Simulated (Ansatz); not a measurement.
The cluster Al₄Ga₃⁺, 7 atoms. Hardware: 4 threads of Arm Neoverse V1 on a shared host.

Correlated methods freeze 47 core orbitals; core or outer-core shells of Ga are correlated, in sets that lack core-valence functions.

**Question.** How many basis functions does each of these Ansatz runs have, and roughly what does it cost? PBE0-D4/def2-SVP, charge 1 singlet, energy, from earlier orbitals; MP2/def2-TZVP, charge 1 singlet, energy, from earlier orbitals; CCSD(T)/def2-SVP, charge 1 singlet, energy, from earlier orbitals; B97M-V/def2-TZVP, charge 1 singlet, energy, from earlier orbitals; PBE-QIDH/def2-TZVP, charge 1 singlet, energy, from earlier orbitals; PBE-D4/def2-SVP, charge 1 singlet, relaxation, 29 steps; HF/STO-3G, charge 1 singlet, energy; PBE0-D4/def2-TZVP, charge 1 singlet, energy, from earlier orbitals; r2SCAN-D4/def2-TZVP, charge 1 singlet, energy, from earlier orbitals; PBE-D4/def2-SVP, charge 1 singlet, energy, from earlier orbitals; PBE-D4/def2-TZVP, charge 1 singlet, energy and forces, from earlier orbitals; CAM-B3LYP-D4/def2-TZVP, charge 1 singlet, energy, from earlier orbitals.

**Answer.** Other jobs shared the machine, so times can vary by a factor of up to 3. A dash marks memory too small to be measured apart from the calling script's.

```
                                                                         run  functions  fitting or Cholesky vectors  wall time  peak host memory (GiB)
            PBE-D4/def2-SVP, charge 1 singlet, energy, from earlier orbitals        168                         1837      3.5 s                       –
           PBE0-D4/def2-SVP, charge 1 singlet, energy, from earlier orbitals        168                         1589        7 s                    0.59
PBE-D4/def2-TZVP, charge 1 singlet, energy and forces, from earlier orbitals        292                         2140        9 s                    0.72
                                         HF/STO-3G, charge 1 singlet, energy         90                          904       10 s                       –
        r2SCAN-D4/def2-TZVP, charge 1 singlet, energy, from earlier orbitals        292                         2140       17 s                    0.76
              MP2/def2-TZVP, charge 1 singlet, energy, from earlier orbitals        292                         1902       20 s                     1.3
     CAM-B3LYP-D4/def2-TZVP, charge 1 singlet, energy, from earlier orbitals        292                         1902       21 s                     1.6
          PBE0-D4/def2-TZVP, charge 1 singlet, energy, from earlier orbitals        292                         2355       22 s                     1.6
         PBE-QIDH/def2-TZVP, charge 1 singlet, energy, from earlier orbitals        292                         1902       25 s                     1.3
           B97M-V/def2-TZVP, charge 1 singlet, energy, from earlier orbitals        292                         2140       27 s                    0.88
           CCSD(T)/def2-SVP, charge 1 singlet, energy, from earlier orbitals        168                         1589       47 s                     1.2
                     PBE-D4/def2-SVP, charge 1 singlet, relaxation, 29 steps        168                         1837       82 s                       –
```
